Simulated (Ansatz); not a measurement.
Gas-phase electronic energies from Ansatz, PBE0-D4/def2-TZVP geometries. CCSD(T)/CBS is the MP2 limit (def2-TZVPP, def2-QZVPP) plus CCSD(T) − MP2 in def2-TZVPP, frozen cores. This one scheme is used for every species. Functionals use def2-TZVPP. B3LYP here is the variant with VWN-RPA as its local correlation; programs differ in this. HSE06 is defined as in plane-wave codes. For Br, Ga outer-core shells are correlated without core-valence functions, which leaves a few kJ/mol of doubt a bond. Scalar relativity is left out up to krypton. Each species was taken in one conformer, which may not be the lowest.

Reaction (formal exchange of groups at the Al–O bond): `[CH3][Al]([OH])[Br]` + `[GaH3]` → `[CH3][Al]([GaH2])[Br]` + H₂O

```tsv
level	ΔE (kJ/mol)	difference from CCSD(T)/CBS
LDA (SPW92)	105.9	-4.5
revPBE-D4	99.8	-10.6
BLYP-D4	113.8	3.4
CAM-B3LYP-D4	125.9	15.5
B2PLYP	122.5	12.1
PBE	100.1	-10.3
BLYP	116.4	6.0
B3LYP	119.0	8.6
HSE06	103.3	-7.1
CAM-B3LYP	128.2	17.8
CCSD(T)/CBS	110.4	0
```

Largest T1 diagnostic among the species: 0.013.

At CCSD(T), def2-SVP lies +15.2 kJ/mol from the extrapolated value and def2-TZVPP +5.1 kJ/mol. From BLYP to BHLYP (50 % exact exchange), in def2-TZVPP and without D4, ΔE moves by +8.9 kJ/mol. Leaving LDA and LC-ωPBE aside and taking each functional with its dispersion term where it has one, the values, not all of them listed here, spread over 28.6 kJ/mol, from PBE-D4 to B97M-V. LDA lies +5.8 kJ/mol from PBE without D4.
